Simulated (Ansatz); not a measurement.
The cluster Al₂S₂, relaxed as a singlet with RKS PBE0-D4/def2-TZVP in Ansatz, starting from the GFN2-xTB geometry. Force threshold 0.02 eV/Å.

The structure comes from a short search, and lower isomers may exist.

Start:

Cartesian coordinates in Å:
```
Al 0.7249 -0.5126 1.8890
Al -0.1217 0.2602 -0.5592
S -0.8567 -1.4643 0.6362
S 0.2536 1.7166 -1.9659
```

(1) Estimate the energy that the relaxation releases and the steps that it takes.

(2) Does the start keep its bonding and symmetry?

(3) Predict the relaxed structure.

Results:

(1) 33.1 kJ/mol, in 7 steps; 15 s on 2 threads of Arm Neoverse V2 on a shared host. No frequencies were taken in this run, so the end may be a saddle point.

(2) By distances, no bond broke or formed, bridged metal pairs apart. The bond that changes most is Al2–S3, from 2.22 to 2.13 Å (atoms count from 1). Metal–metal contacts that move far: Al1–Al2 2.70 to 3.33 Å. Point group Cs at the start, Cs at the end, both within 0.05 Å.

(3) 
```tsv
atom	x (Å)	y (Å)	z (Å)
Al1	0.779	-0.684	2.214
Al2	-0.294	0.237	-0.806
S3	-0.730	-1.295	0.607
S4	0.244	1.741	-2.016
```
Bond lengths (bridged metal pairs left out): 3 × Al–S 2.00 to 2.29 Å.
